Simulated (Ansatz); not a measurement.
**A geometry optimisation of ClF3Ge2 with PBE-D3(BJ)/def2-SVP**

The starting geometry of this gas-phase singlet was optimised with GFN2-xTB.

```xyz
6

Cl    1.2648    0.3193   -0.1134
F     0.0064   -1.9383    1.5650
F    -0.6590    2.0733   -1.7745
F    -1.5387   -0.1692   -0.1554
Ge   -0.3122   -0.1627    1.6469
Ge   -0.3402    0.2964   -1.9120
```

**Question.** Predict what it relaxes into with PBE-D3(BJ)/def2-SVP.

**Answer.** New bonds form, giving a structure with Cl1 bridging Ge5 and Ge6, F4 bridging Ge5 and Ge6, given below by its coordinates. Contacts that close: F4–Ge5 (2.18 → 2.01 Å), F4–Ge6 (2.18 → 2.00 Å).

The energy falls by 0.39 eV over 23 steps:

```
step  E − E(last) (eV)
   1             0.392
   3             0.035
   6             0.005
   8             0.005
  11             0.004
  13             0.004
  16             0.002
  18             0.001
  21             0.000
  23             0.000
```

Final geometry (Å):

```xyz
6

Cl    1.5124    0.1748   -0.2667
F    -0.1611   -1.7066    1.7321
F    -0.7987    1.9990   -1.3061
F    -1.3656   -0.4285   -0.3670
Ge   -0.4116    0.0024    1.3524
Ge   -0.3543    0.3778   -1.8880
```

Frequencies at the end are all real (lowest 30 cm⁻¹). Run with Ansatz 0.2.0, 22 s on 2 threads of Intel(R) Xeon(R) 6975P-C (Granite Rapids), on a shared host.
